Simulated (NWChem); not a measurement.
Everything below was run with NWChem. System: AlClF₂, charge 0, spin multiplicity 1, at a geometry optimised with PBE0/def2-SVP. The structure started from a generated list of species. Level: G0W0@PBE/def2-TZVPD, RI basis def2-tzvpd-rifit.

The NWChem input:

```
start mol
memory heap 200 mb stack 700 mb global 1700 mb
geometry units angstroms nocenter noautoz
  Al     0.000000     0.000000     0.418259
  F     -1.418292     0.000000     1.254619
  F      1.418292     0.000000     1.254619
  Cl     0.000000     0.000000    -1.648266
  symmetry group C2v
end
basis spherical
  * library def2-tzvpd
end
basis "ri basis" bse spherical
  * library def2-tzvpd-rifit
end
dft
  xc xpbe96 cpbe96
  iterations 100
  direct
  tolerances tight
end
task dft energy
gw
  method cdgw
  states alpha occ 4 vir 2
end
task dft gw
```

Part of the output:

```
             Northwest Computational Chemistry Package (NWChem) 7.3.0
             --------------------------------------------------------

                                NWChem Input Module
                                -------------------

 Scaling coordinates for geometry "geometry" by  1.889725989
 (inverse scale =  0.529177249)

 Turning off AUTOSYM since
 SYMMETRY directive was detected!

                             Geometry "geometry" -> ""
                             -------------------------

 Output coordinates in angstroms (scale by  1.889725989 to convert to a.u.)

  No.       Tag          Charge          X              Y              Z
 ---- ---------------- ---------- -------------- -------------- --------------
    1 Al                  13.0000     0.00000000     0.00000000     0.41825900
    2 F                    9.0000    -1.41829200     0.00000000     1.25461900
    3 F                    9.0000     1.41829200     0.00000000     1.25461900
    4 Cl                  17.0000     0.00000000     0.00000000    -1.64826600

 Effective nuclear repulsion energy (a.u.)     197.0275030858

            Nuclear Dipole moment (a.u.)
            ----------------------------
        X                 Y               Z
 ---------------- ---------------- ----------------
     0.0000000000     0.0000000000    -0.0000245664

      Symmetry information
      --------------------

 Group name             C2v
 Group number             16
 Group order               4
 No. of unique centers     3

      Symmetry unique atoms

     1    2    4


 Summary of "ao basis" -> "" (spherical)
 ------------------------------------------------------------------------------
       Tag                 Description            Shells   Functions and Types
 ---------------- ------------------------------  ------  ---------------------
 *                         def2-tzvpd                 on all atoms

 new library libraries.bse/

 Summary of "ri basis" -> "" (spherical)
 ------------------------------------------------------------------------------
       Tag                 Description            Shells   Functions and Types
 ---------------- ------------------------------  ------  ---------------------
 *                      def2-tzvpd-rifit              on all atoms

  pbe96 is a nonlocal functional; adding pw91lda local functional.

                                 NWChem DFT Module
                                 -----------------

 Summary of "ao basis" -> "ao basis" (spherical)
 ------------------------------------------------------------------------------
       Tag                 Description            Shells   Functions and Types
 ---------------- ------------------------------  ------  ---------------------
 Al                        def2-tzvpd               15       43   6s5p3d1f
 F                         def2-tzvpd               14       40   6s4p3d1f
 Cl                        def2-tzvpd               16       46   6s6p3d1f

 Summary of "ao basis" -> "ao basis" (spherical)
 ------------------------------------------------------------------------------
       Tag                 Description            Shells   Functions and Types
 ---------------- ------------------------------  ------  ---------------------
 Al                        def2-tzvpd               15       43   6s5p3d1f
 F                         def2-tzvpd               14       40   6s4p3d1f
 Cl                        def2-tzvpd               16       46   6s6p3d1f

      Symmetry analysis of basis
      --------------------------

        a1         66
        a2         21
        b1         48
        b2         34

            General Information
            -------------------
          SCF calculation type: DFT
          Wavefunction type:  closed shell.
          No. of atoms     :     4
          No. of electrons :    48
           Alpha electrons :    24
            Beta electrons :    24
          Charge           :     0
          Spin multiplicity:     1
          Use of symmetry is: on ; symmetry adaption is: on
          Maximum number of iterations: 100
          This is a Direct SCF calculation.
          AO basis - number of functions:   169
                     number of shells:    59
          Convergence on energy requested:  1.00D-06
          Convergence on density requested:  1.00D-05
          Convergence on gradient requested:  5.00D-04

              XC Information
              --------------
          PerdewBurkeErnzerhof Exchange Functional  1.000
            Perdew 1991 LDA Correlation Functional  1.000 local
           PerdewBurkeErnz. Correlation Functional  1.000 non-local

             Grid Information
             ----------------
          Grid used for XC integration:  medium
          Radial quadrature: Mura-Knowles
          Angular quadrature: Lebedev.
          Tag              B.-S. Rad. Rad. Pts. Rad. Cut. Ang. Pts.
          ---              ---------- --------- --------- ---------
          Al                  1.25       88          12.0       590
          F                   0.50       49          13.0       434
          Cl                  1.00       88          12.0       590
          Grid pruning is: on
          Number of quadrature shells:   225
          Spatial weights used:  Erf1

          Convergence Information
          -----------------------
          Convergence aids based upon iterative change in
          total energy or number of iterations.
          Levelshifting, if invoked, occurs when the
          HOMO/LUMO gap drops below (HL_TOL):  1.00D-02
          DIIS, if invoked, will attempt to extrapolate
[...]
 LUMO         =      -0.070155

      Symmetry analysis of molecular orbitals - initial
      -------------------------------------------------

  Numbering of irreducible representations:

     1 a1          2 a2          3 b1          4 b2

  Orbital symmetries:

     1 a1          2 a1          3 a1          4 b1          5 a1
     6 a1          7 b1          8 b2          9 a1         10 b1
    11 a1         12 b2         13 a1         14 b1         15 a1
    16 a1         17 b1         18 a1         19 b2         20 a2
    21 b1         22 a1         23 b2         24 b1         25 a1
    26 b2         27 a1         28 b1         29 a1         30 b2
    31 a1         32 b1         33 a1         34 a2

   convergence    iter        energy       DeltaE   RMS-Dens  Diis-err    time
 ---------------- ----- ----------------- --------- --------- ---------  ------
 d= 0,ls=0.0,diis     1   -902.0112416996 -1.10D+03  1.04D-02  2.05D+00     2.1
 d= 0,ls=0.0,diis     2   -901.6264525027  3.85D-01  7.43D-03  6.30D+00     3.6
 d= 0,ls=0.0,diis     3   -902.1270882657 -5.01D-01  1.10D-03  2.11D-01     5.1
 d= 0,ls=0.0,diis     4   -902.1384462543 -1.14D-02  7.38D-04  2.84D-02     6.6
 d= 0,ls=0.0,diis     5   -902.1420042160 -3.56D-03  1.68D-04  1.91D-03     8.1
 d= 0,ls=0.0,diis     6   -902.1422479984 -2.44D-04  2.69D-05  3.88D-05     9.6
 d= 0,ls=0.0,diis     7   -902.1422511763 -3.18D-06  6.27D-06  5.85D-06    11.1
 d= 0,ls=0.0,diis     8   -902.1422516599 -4.84D-07  1.67D-06  4.23D-07    12.6

         Total DFT energy =     -902.142251659909
      One electron energy =    -1644.612898702859
           Coulomb energy =      612.905054443032
    Exchange-Corr. energy =      -67.461910485928
 Nuclear repulsion energy =      197.027503085846

 Numeric. integr. density =       48.000000861380

     Total iterative time =     12.1s

                  Occupations of the irreducible representations
                  ----------------------------------------------

                     irrep           alpha         beta
                     --------     --------     --------
                     a1               12.0         12.0
                     a2                1.0          1.0
                     b1                7.0          7.0
                     b2                4.0          4.0

                       DFT Final Molecular Orbital Analysis
                       ------------------------------------

 Vector   22  Occ=2.000000D+00  E=-3.643272D-01  Symmetry=b1
              MO Center= -2.7D-12,  7.8D-15,  1.1D+00, r^2= 2.8D+00
   Bfn.  Coefficient  Atom+Function         Bfn.  Coefficient  Atom+Function
  ----- ------------  ---------------      ----- ------------  ---------------
    52      0.249554  2 F  pz                92     -0.249554  3 F  pz
    50      0.236953  2 F  px                90      0.236953  3 F  px
    55      0.202036  2 F  pz                95     -0.202036  3 F  pz
    53      0.188426  2 F  px                93      0.188426  3 F  px
    58      0.122193  2 F  pz                98     -0.122193  3 F  pz

 Vector   23  Occ=2.000000D+00  E=-3.223656D-01  Symmetry=b2
              MO Center= -2.7D-15, -2.6D-17, -1.5D+00, r^2= 1.5D+00
   Bfn.  Coefficient  Atom+Function         Bfn.  Coefficient  Atom+Function
  ----- ------------  ---------------      ----- ------------  ---------------
   140      0.524695  4 Cl py               143      0.312689  4 Cl py
   137      0.242903  4 Cl py               131     -0.203069  4 Cl py
   134     -0.091358  4 Cl py                17      0.080386  1 Al py
    51     -0.060967  2 F  py                91     -0.060967  3 F  py
    23     -0.051842  1 Al d -1              54     -0.049158  2 F  py

 Vector   24  Occ=2.000000D+00  E=-3.140765D-01  Symmetry=b1
              MO Center= -2.5D-15, -7.8D-16, -1.4D+00, r^2= 1.8D+00
   Bfn.  Coefficient  Atom+Function         Bfn.  Coefficient  Atom+Function
  ----- ------------  ---------------      ----- ------------  ---------------
   139      0.520563  4 Cl px               142      0.314181  4 Cl px
   136      0.244290  4 Cl px               130     -0.202450  4 Cl px
    52     -0.099098  2 F  pz                92      0.099098  3 F  pz
   133     -0.091431  4 Cl px                55     -0.078573  2 F  pz
    95      0.078573  3 F  pz                41     -0.041905  1 Al f  1

 Vector   25  Occ=0.000000D+00  E=-9.201630D-02  Symmetry=a1
              MO Center= -3.8D-15, -3.7D-14,  2.7D-01, r^2= 4.8D+00
   Bfn.  Coefficient  Atom+Function         Bfn.  Coefficient  Atom+Function
  ----- ------------  ---------------      ----- ------------  ---------------
     6      0.473331  1 Al s                  5      0.427588  1 Al s
     4      0.414829  1 Al s                  3     -0.227304  1 Al s
   141     -0.205845  4 Cl pz               128     -0.198271  4 Cl s
   127     -0.182947  4 Cl s                144     -0.160050  4 Cl pz
    31     -0.125424  1 Al d  2              47     -0.118427  2 F  s

 Vector   26  Occ=0.000000D+00  E=-5.169125D-02  Symmetry=b2
              MO Center= -1.5D-14,  3.7D-14,  1.8D-01, r^2= 3.9D+00
   Bfn.  Coefficient  Atom+Function         Bfn.  Coefficient  Atom+Function
  ----- ------------  ---------------      ----- ------------  ---------------
    20      0.708510  1 Al py                17      0.486455  1 Al py
   143     -0.212747  4 Cl py               140     -0.180069  4 Cl py
    51     -0.136948  2 F  py                91     -0.136948  3 F  py
     8     -0.112031  1 Al py                54     -0.112069  2 F  py
    94     -0.112069  3 F  py                57     -0.100864  2 F  py

 Vector   27  Occ=0.000000D+00  E= 1.298346D-02  Symmetry=a1
              MO Center=  8.8D-13, -6.1D-15, -2.3D+00, r^2= 1.1D+01
   Bfn.  Coefficient  Atom+Function         Bfn.  Coefficient  Atom+Function
  ----- ------------  ---------------      ----- ------------  ---------------
     6      1.612255  1 Al s                 21     -1.617986  1 Al pz
     5     -1.314737  1 Al s                147     -1.212286  4 Cl pz
   129     -0.961757  4 Cl s                 49      0.675434  2 F  s
    89      0.675434  3 F  s                 59      0.544029  2 F  px
    99     -0.544029  3 F  px                34     -0.429556  1 Al d  0

 center of mass
 --------------
 x =   0.00000000 y =   0.00000000 z =   0.02493511

 moments of inertia (a.u.)
 ------------------
         569.638480585605           0.000000000000           0.000000000000
           0.000000000000         842.584019764077           0.000000000000
           0.000000000000           0.000000000000         272.945539178472

     Multipole analysis of the density
     ---------------------------------

     L   x y z        total         alpha         beta         nuclear
     -   - - -        -----         -----         ----         -------
     0   0 0 0     -0.000000    -24.000000    -24.000000     48.000000

     1   1 0 0      0.000000      0.000000      0.000000      0.000000
     1   0 1 0     -0.000000     -0.000000     -0.000000      0.000000
     1   0 0 1     -0.215387     -0.107681     -0.107681     -0.000025

     2   2 0 0    -29.054759    -79.177820    -79.177820    129.300881
     2   1 1 0     -0.000000     -0.000000     -0.000000      0.000000
     2   1 0 1     -0.000000     -0.000000     -0.000000      0.000000
     2   0 2 0    -22.378543    -11.189271    -11.189271      0.000000
     2   0 1 1      0.000000      0.000000      0.000000      0.000000
     2   0 0 2    -27.810701   -151.021258   -151.021258    274.231815

 Task  times  cpu:       12.6s     wall:       12.6s

                                NWChem Input Module
                                -------------------

                                 NWChem GW Module
                                 ----------------

                             ***********************
                             ***        GW       ***
                             ***********************

 Summary of "ri basis" -> "ri basis" (spherical)
 ------------------------------------------------------------------------------
       Tag                 Description            Shells   Functions and Types
 ---------------- ------------------------------  ------  ---------------------
 Al                     def2-tzvpd-rifit            33      129   10s8p7d6f2g
 F                      def2-tzvpd-rifit            26       92   9s7p5d4f1g
 Cl                     def2-tzvpd-rifit            33      129   10s8p7d6f2g

                 Memory Information
                 ------------------
          Available GA per process is          1699.8 MBs
          Available stack per process is        700.0 MBs
          Available heap per process is           0.0 MBs

          Peak memory in Initialization
              Peak GA per process is                 16.5 MBs
              Peak stack per process is               0.3 MBs
              Peak heap per process is               17.1 MBs
              Memory not in MA per process            0.0 MBs

          Peak memory in CDGW Calculation
              Peak GA per process is                 19.7 MBs
              Peak stack per process is               3.0 MBs
              Peak heap per process is                3.5 MBs
              Memory not in MA per process            0.0 MBs

          Computing 2-center integrals
          Computing Inverse Cholesky factor
          Computing 3-center integrals
          Computing Vxc

          Computing Sigma_x
          Computing W(iw) on the imaginary grid
          Solving quasiparticle equations

                  Alpha Orbitals
          State     Energy (eV)     Error (eV)
          -----------------------------------
@GW        21        -13.635           0.002
@GW        22        -13.951           0.003
@GW        23        -12.155           0.003
@GW        24        -11.991           0.003
@GW        25          0.070           0.002
@GW        26          1.193           0.002

     GW Timing Statistics
   ------------------------
   Init.   :          0.1s
     ERIs  :          1.2s
     Distr.:          0.0s
     Vxc   :          0.1s
   Vmo     :          0.0s
   iW      :          2.4s
   I_n     :          0.0s
   R_n     :          0.3s
   GW total:          4.0s

 Task  times  cpu:        4.0s     wall:        4.0s

 Total times  cpu:       16.6s     wall:       16.6s
```
